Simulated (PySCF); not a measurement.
Computed IR spectrum (relative IR intensity) of a molecule C4H7NSi. The structure is a stationary point at PBE0-D3(BJ)/def2-SVP. Other conformers were not sampled. All values below come from PBE0-D3(BJ)/def2-SVP (PySCF). Frequencies are harmonic and unscaled.

ν (cm⁻¹): 516 (vw), 559 (w), 590 (vw), 669 (w), 717 (m), 791 (w), 869 (m), 914 (vs), 940 (w), 944 (m), 1050 (vw), 1159 (w), 1164 (m), 1248 (vw), 1392 (vw), 1438 (vw), 1708 (m), 2233 (m), 2241 (m), 2255 (m), 2380 (w) (against the strongest line: vs over 80 %, s over 45 %, m over 15 %, w over 4 %, vw less)

Which structure fits?
A) C=C1C=N[SiH2]C1
B) CC1=NC=C[SiH2]1
C) N#C/C=C\C[SiH3]
D) C[Si@H]1C=CN=C1

C, N#C/C=C\C[SiH3]
